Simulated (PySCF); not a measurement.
C₂H₈GeO. Atoms are numbered in the order given.

```xyz
12

Ge    -0.3857     0.3681     0.0000
C      0.7812     1.9311     0.0000
O      0.7399    -1.0473     0.0000
C      0.1889    -2.3455     0.0000
H     -1.2829     0.2867     1.2746
H     -1.2829     0.2867    -1.2746
H      0.1798     2.8611     0.0000
H      1.4248     1.9191     0.9004
H      1.4248     1.9191    -0.9004
H     -0.4405    -2.5528     0.9005
H      1.0214    -3.0815     0.0000
H     -0.4405    -2.5528    -0.9005
```

Coordinates come from a PBE-D3(BJ)/def2-SVP optimisation. The structure was generated by enumeration, and PubChem lists no compound with its InChIKey, so it may never have been made. One conformer was computed; it need not be the lowest.

These are PBE-D3(BJ)/def2-SVP run with PySCF values and carry that method's errors.

Frequencies are harmonic and unscaled.

Computed normal modes with their intensities:
```json
[
 {"mode": "1", "ν (cm⁻¹)": "75", "IR (km/mol)": "4.1", "moving atoms (share of kinetic energy)": "H 33 %, C 33 %, O 31 %"},
 {"mode": "2", "ν (cm⁻¹)": "92", "IR (km/mol)": "0.4", "moving atoms (share of kinetic energy)": "H 96 %"},
 {"mode": "3", "ν (cm⁻¹)": "135", "IR (km/mol)": "1.0", "moving atoms (share of kinetic energy)": "C 48 %, H 31 %, Ge 18 %"},
 {"mode": "4", "ν (cm⁻¹)": "140", "IR (km/mol)": "0.9", "moving atoms (share of kinetic energy)": "H 91 %"},
 {"mode": "5", "ν (cm⁻¹)": "259", "IR (km/mol)": "3.2", "moving atoms (share of kinetic energy)": "C 36 %, O 30 %, H 25 %, Ge 9 %"},
 {"mode": "6", "ν (cm⁻¹)": "446", "IR (km/mol)": "15.1", "moving atoms (share of kinetic energy)": "H 95 %"},
 {"mode": "7", "ν (cm⁻¹)": "590", "IR (km/mol)": "24.0", "moving atoms (share of kinetic energy)": "C 40 %, O 30 %, H 17 %, Ge 13 %"},
 {"mode": "8", "ν (cm⁻¹)": "612", "IR (km/mol)": "58.2", "moving atoms (share of kinetic energy)": "C 34 %, O 29 %, Ge 23 %, H 14 %"},
 {"mode": "9", "ν (cm⁻¹)": "620", "IR (km/mol)": "26.9", "moving atoms (share of kinetic energy)": "H 90 %"},
 {"mode": "10", "ν (cm⁻¹)": "706", "IR (km/mol)": "73.3", "moving atoms (share of kinetic energy)": "H 83 %"},
 {"mode": "11", "ν (cm⁻¹)": "816", "IR (km/mol)": "131.9", "moving atoms (share of kinetic energy)": "H 84 %, C 13 %"},
 {"mode": "12", "ν (cm⁻¹)": "823", "IR (km/mol)": "33.2", "moving atoms (share of kinetic energy)": "H 80 %, C 18 %"},
 {"mode": "13", "ν (cm⁻¹)": "853", "IR (km/mol)": "72.2", "moving atoms (share of kinetic energy)": "H 98 %"},
 {"mode": "14", "ν (cm⁻¹)": "1099", "IR (km/mol)": "174.4", "moving atoms (share of kinetic energy)": "O 48 %, C 42 %, H 10 %"},
 {"mode": "15", "ν (cm⁻¹)": "1134", "IR (km/mol)": "0.6", "moving atoms (share of kinetic energy)": "H 76 %, C 19 %"},
 {"mode": "16", "ν (cm⁻¹)": "1158", "IR (km/mol)": "12.6", "moving atoms (share of kinetic energy)": "H 68 %, C 21 %, O 11 %"},
 {"mode": "17", "ν (cm⁻¹)": "1207", "IR (km/mol)": "8.0", "moving atoms (share of kinetic energy)": "H 80 %, C 20 %"},
 {"mode": "18", "ν (cm⁻¹)": "1380", "IR (km/mol)": "3.1", "moving atoms (share of kinetic energy)": "H 96 %"},
 {"mode": "19", "ν (cm⁻¹)": "1386", "IR (km/mol)": "3.7", "moving atoms (share of kinetic energy)": "H 96 %"},
 {"mode": "20", "ν (cm⁻¹)": "1416", "IR (km/mol)": "3.8", "moving atoms (share of kinetic energy)": "H 97 %"},
 {"mode": "21", "ν (cm⁻¹)": "1417", "IR (km/mol)": "4.4", "moving atoms (share of kinetic energy)": "H 92 %"},
 {"mode": "22", "ν (cm⁻¹)": "1427", "IR (km/mol)": "23.9", "moving atoms (share of kinetic energy)": "H 92 %"},
 {"mode": "23", "ν (cm⁻¹)": "2035", "IR (km/mol)": "101.7", "moving atoms (share of kinetic energy)": "H 99 %"},
 {"mode": "24", "ν (cm⁻¹)": "2038", "IR (km/mol)": "170.4", "moving atoms (share of kinetic energy)": "H 98 %"},
 {"mode": "25", "ν (cm⁻¹)": "2883", "IR (km/mol)": "96.6", "moving atoms (share of kinetic energy)": "H 97 %"},
 {"mode": "26", "ν (cm⁻¹)": "2941", "IR (km/mol)": "59.3", "moving atoms (share of kinetic energy)": "H 90 %, C 10 %"},
 {"mode": "27", "ν (cm⁻¹)": "2991", "IR (km/mol)": "2.1", "moving atoms (share of kinetic energy)": "H 97 %"},
 {"mode": "28", "ν (cm⁻¹)": "3015", "IR (km/mol)": "36.7", "moving atoms (share of kinetic energy)": "H 91 %, C 9 %"},
 {"mode": "29", "ν (cm⁻¹)": "3099", "IR (km/mol)": "2.1", "moving atoms (share of kinetic energy)": "H 91 %, C 9 %"},
 {"mode": "30", "ν (cm⁻¹)": "3105", "IR (km/mol)": "1.2", "moving atoms (share of kinetic energy)": "H 90 %, C 10 %"}
]
```
